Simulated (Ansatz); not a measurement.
Relaxation of H6W (7 atoms, charge 0, multiplicity 1), to a largest force component of 0.03 eV/Å in at most 50 steps.

All numbers below come from RKS PBE0/def2-SVP (Ansatz 0.2.0).

```xyz
7
Properties=species:S:1:pos:R:3
W 0.082 0.000 0.082
H 0.444 -0.017 1.755
H 1.755 0.017 0.444
H -0.542 1.455 -0.508
H -1.399 -0.031 1.067
H -0.508 -1.455 -0.542
H 1.067 0.031 -1.399
```

Problem. Where does it end, and by what steps?

Solution. The run converged. After 3 steps the energy has fallen by 0.012 eV; H2 moved furthest, 0.04 Å.

```csv
step,energy less start (eV),largest force component (eV/Å),accepted
0,0.0000,0.376,yes
1,0.0028,0.247,no
2,-0.0119,0.044,yes
3,-0.0120,0.008,yes
```

```xyz
7
Properties=species:S:1:pos:R:3
W 0.081 0.000 0.081
H 0.463 -0.015 1.722
H 1.722 0.015 0.463
H -0.543 1.458 -0.507
H -1.393 -0.031 1.076
H -0.507 -1.458 -0.543
H 1.076 0.031 -1.393
```

Whether the end is a true minimum wasn't checked by a vibrational analysis.

Time of the run: 8.4 s on 1 thread of Arm Neoverse V2, with other jobs on the host, peak memory 0.11 GiB.
